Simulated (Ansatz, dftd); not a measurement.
Reaction: C2H2O (SMILES C#CO) → C2HO (SMILES [C]#CO, doublet) + H (doublet) (the C-H bond breaks)
Each species at its own B3LYP-D3(BJ)/def2-TZVP minimum (Ansatz, a first-principles code), one conformer.

Property: bond dissociation energy (electronic), in kJ/mol. Radicals and triplets start from unrestricted determinants; spin-orbit coupling is neglected. Cores are frozen in correlated methods. Rows without X2C or -DK are non-relativistic. CBS(X,Y): correlation extrapolated as X^-3, Hartree-Fock from the larger set. A bracket is a step between two methods taken in the basis named. The functionals are non-relativistic, so their misses hold any scalar relativity. 'core' is core correlation in cc-pwCVTZ, 'X2C' scalar relativity in cc-pVTZ-DK, both at CCSD(T). Where a partner has so few electrons that a lower coupled-cluster level is exact, that level stands in.

Compared with CCSD(T)/CBS(cc-pVTZ,cc-pVQZ) + [CCSDT(Q) - CCSD(T)]/cc-pVTZ + core + X2C (Ansatz): 561.3 kJ/mol.

**Question.** Rank these levels by how close they come to it, closest first: PBE-D3(BJ)/def2-TZVPD (Ansatz + dftd3); CCSD/CBS(cc-pVTZ,cc-pVQZ) (Ansatz); B3LYP-D4/def2-TZVPD (Ansatz + dftd4).

**Answer.** CCSD/CBS(cc-pVTZ,cc-pVQZ) (556.0 kJ/mol, difference -5.3), B3LYP-D4/def2-TZVPD (543.2 kJ/mol, difference -18.1), PBE-D3(BJ)/def2-TZVPD (536.7 kJ/mol, difference -24.6)
